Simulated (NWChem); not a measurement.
MgF$_{2}$ cation, doublet; SMILES of the neutral closed-shell parent [Mg]([F])[F]

```xyz
3

Mg     0.0000     0.0000     0.0068
F      1.8296     0.0000    -0.0045
F     -1.8296     0.0000    -0.0045
```
Atoms are numbered in this order, from 1.

Computed with NWChem. Spin-unrestricted. Medium grid unless said otherwise, to which SCAN and Minnesota functionals are sensitive. Coordinates come from a PBE0-D3(BJ)/def2-TZVP, spin-unrestricted optimisation. This spin state was assumed; another may lie lower. No stability test was run on the SCF state.

For level r2SCAN0/def2-TZVP:

- lowest empty minus highest occupied level, either spin (eV) = 1.03

How do the values read with level B3LYP/def2-TZVP instead?

The lowest empty minus highest occupied level, either spin (eV) is 0.83.
